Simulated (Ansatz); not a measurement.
`C[Si](F)(S)Cl` + CH₃OH → `CO[Si](F)(S)Cl` + CH₄  (ligand exchange at the Si–C bond)

Isolated molecules relaxed with PBE0-D4/def2-TZVP in Ansatz; ΔE leaves out vibrations. CCSD(T)/CBS is the MP2 limit (def2-TZVPP, def2-QZVPP) plus CCSD(T) − MP2 in def2-TZVPP, frozen cores. This one scheme is used for every species. Each species was taken in one conformer, which may not be the lowest.

`C[Si](F)(S)Cl`:

Cartesian coordinates in Å:
```
C -0.224 -1.124 -0.330
Si 0.403 0.601 -0.164
F 1.883 0.527 0.419
S -0.790 1.867 1.042
Cl 0.503 1.528 -1.979
H 0.446 -1.705 -0.967
H -0.274 -1.607 0.649
H -1.222 -1.127 -0.770
H -0.726 1.039 2.100
```

CH₃OH:

Z-matrix (Å, degrees):
```
C
O 1 1.409
H 1 1.097 2 112.4
H 1 1.090 2 107.0 3 -118.5
H 1 1.097 2 112.4 3 123.0
H 2 0.959 1 108.5 3 -61.6
```

`CO[Si](F)(S)Cl`:

Cartesian coordinates in Å:
```
C -0.750 -0.728 -1.329
O 0.289 0.172 -0.992
Si 0.602 0.766 0.471
F 1.726 1.855 0.269
S 1.237 -0.794 1.740
Cl -1.009 1.729 1.269
H -0.702 -1.634 -0.718
H -0.626 -0.999 -2.377
H -1.727 -0.257 -1.194
H 0.960 -0.111 2.862
```

CH₄:

Cartesian coordinates in Å:
```
C 0.000 0.000 0.000
H -0.745 -0.768 -0.207
H 0.374 0.406 -0.939
H 0.826 -0.437 0.561
H -0.454 0.798 0.586
```

```json
{"level": "CCSD/def2-TZVPP", "ΔE (kJ/mol)": "-109.7"}
{"level": "HF/CBS(def2)", "ΔE (kJ/mol)": "-120.2"}
```

What does CCSD(T)/CBS give? (Best estimate.)

The calculation gave: -108.3 kJ/mol. The listed levels differ from it by -1.4, -11.9 kJ/mol.

Largest T1 diagnostic among the species: 0.011.

In def2-TZVPP, CCSD(T) changes the Hartree–Fock value by +9.8 kJ/mol (the triples alone add +0.5 kJ/mol) and MP2 by +8.2 kJ/mol. The D4 term adds −4.1 kJ/mol with B3LYP and −2.4 kJ/mol with PBE0; it sums over pairs of atoms, weighted by their polarisabilities, and B3LYP, whose exchange is more repulsive, gets the larger term.

B3LYP here is the variant with VWN-RPA as its local correlation; programs differ in this.
